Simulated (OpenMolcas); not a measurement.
Mn3+ among 8 point charges of -1.6 e arranged as a cube (Oh), 1.67 Å from the ion.

* Program: OpenMolcas 26.06
* Method: SS-CASPT2, IPEA 0.25 Eh, imaginary shift 0.1 Eh (closed shells correlated: 3s 3p)
* Basis: ANO-RCC-VDZP [5s4p2d1f]
* Scalar Hamiltonian: DKH2, point nucleus
* Active space: 4 electrons in 5 orbitals (3d)
* State averaging: 2S+1 = 5 even, 5 roots; 2S+1 = 3 even, 45 roots; 2S+1 = 1 even, 50 roots
* Spin-orbit coupling: state interaction with AMFI integrals over the reference wave functions

(1) What is the spin-free ground state (labels of O, the rotations of Oh)?

(2) Where is the first state of the same spin?

(3) What are the lowest two levels with spin-orbit coupling?

(4) What is χT at 300 K, and how does it compare with the textbook value?

## Answers

(1) 5T2, 3-fold in its orbital part, 100 % from free-ion D terms; it has the highest spin that d4 allows.

(2) 5E at 7140 cm-1 above the ground state.

(3) A 1-fold level A1, then a 3-fold level T1 23 cm-1 above it. Their leading multiplicities are 5 (100 %) and 5 (100 %).

(4) The lowest level has 2S+1 = 5, for which the spin-only value is χT = S(S+1) / 2 = 3.000 cm3 K/mol (g = 2). The computed 2.350 at 300 K differs by -0.650, through orbital momentum, spin-orbit coupling and any other state in reach. With a threefold ground state the orbital momentum is unquenched, so the spin-only value is not expected to hold.

Roots that are degenerate in the reference are averaged as groups; the widest CASPT2 spread within a group is 180 cm-1 (the 3-fold group of multiplicity 3 near 22700 cm-1 above the lowest state of its run). Shifts and gaps below about the spread of the groups concerned are not significant. An orbital triplet at a regular site is open to Jahn-Teller coupling, which can distort the site and quench the lowest spin-orbit gaps and is left out. Free-ion shares, where given, are those of the reference states; single-state CASPT2 does not remix them. This is an electrostatic model: the charges have no orbitals. No measured value stands beside these numbers.
